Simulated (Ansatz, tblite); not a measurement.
Cost and result up the ladder for Li₄H⁺ (5 atoms). The state is a singlet with charge 1. Geometry: PBE0-D4/def2-TZVP.

Cartesian coordinates in Å:
```
Li 0.7741 0.8801 1.0324
Li -2.2023 -0.3407 1.0638
Li -0.3427 0.7254 -1.3434
Li 0.5758 -1.4521 -0.1765
H 1.1952 0.1873 -0.5763
```

Ansatz on 4 threads of Arm Neoverse V2 on a shared host; xTB runs through tblite on one thread. Times are rough, summed over both states, and most runs start from the orbitals of an earlier one. RPA@PBE/def2-TZVP serves as the yardstick here, not as an exact answer. The other state is a triplet at its own geometry, which has other bonds, so the gap mixes isomer and spin.

The xTB rows come from tblite. B3LYP takes the VWN-RPA correlation. HSE06 is defined as in plane-wave codes, on full-range PBE exchange. Correlated methods freeze no core orbitals; core or outer-core shells of Li are correlated, in sets that lack core-valence functions. The structure comes from a short search, and lower isomers may exist.

Run but left out: HF/STO-3G (singlet: restricted singlet, unstable in another Hartree–Fock run and untested here); HF/def2-TZVP, HF/def2-TZVPP (singlet: restricted singlet, unstable towards broken spin symmetry).

Correlated methods converge slowly with the basis.

xTB has no spin-polarisation term.

```tsv
level	functions	wall time	triplet − singlet (eV)	difference from RPA@PBE/def2-TZVP (eV)	remarks
GFN1-xTB	18	0.002 s	1.03	0.29	–
GFN2-xTB	17	0.002 s	1.27	0.53	–
MP2/def2-TZVP	62	0.3 s	0.58	-0.16	restricted SCF unstable (singlet)
BHLYP-D4/def2-TZVP	62	0.85 s	0.85	0.11	–
HSE06-D4/def2-TZVP	62	0.9 s	0.72	-0.02	–
RPA@PBE/def2-TZVP	62	1 s	0.74	0.00	–
PBE-D4/def2-TZVP (with forces)	62	1.1 s	0.72	-0.02	–
B3LYP-D4/def2-TZVP	62	1.1 s	0.82	0.08	–
PBE0-D4/def2-TZVP	62	1.1 s	0.73	-0.01	–
CAM-B3LYP-D4/def2-TZVP	62	1.2 s	0.88	0.14	–
r2SCAN-D4/def2-TZVP	62	1.5 s	0.59	-0.15	–
CCSD(T)/def2-TZVPP	90	3.5 s	0.88	0.14	restricted SCF unstable (singlet)
```
